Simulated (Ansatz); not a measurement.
Computed with Ansatz on PBE0-D4/def2-TZVP structures; ΔE is electronic, products minus reactants. CCSD(T)/CBS is the MP2 limit (def2-TZVPP, def2-QZVPP) plus CCSD(T) − MP2 in def2-TZVPP, frozen cores. This one scheme is used for every species. Functionals use def2-TZVPP. B3LYP here is the variant with VWN-RPA as its local correlation; programs differ in this. For Ge outer-core shells are correlated without core-valence functions, which leaves a few kJ/mol of doubt a bond. Scalar relativity is left out up to krypton. Each species was taken in one conformer, which may not be the lowest.

Consider the substitution at a C–N bond: `CN=O` + `[SH][Ge][Cl]` → `C[S][Ge][Cl]` + `N=O`.

```
          level  ΔE (eV)
        PBE0-D4     0.28
       B3LYP-D4     0.28
     r2SCANh-D4     0.32
       PBE-QIDH     0.27
        r2SCANh     0.33
   MP2/def2-SVP     0.27
CCSD/def2-TZVPP     0.27
 CCSD/CBS(def2)     0.26
```

**Question.** What does CCSD(T)/CBS give? (Estimate.)

**Answer.** Computed: +0.24 eV. The listed levels differ from it by 0.04, 0.04, 0.08, 0.03, 0.09, 0.03, 0.03, 0.02 eV.

Largest T1 diagnostic among the species: 0.015.

The D4 term adds −0.07 eV with B3LYP and −0.04 eV with PBE0; it sums over pairs of atoms, weighted by their polarisabilities, and B3LYP, whose exchange is more repulsive, gets the larger term. At CCSD(T), def2-SVP lies +0.06 eV from the extrapolated value and def2-TZVPP +0.01 eV.
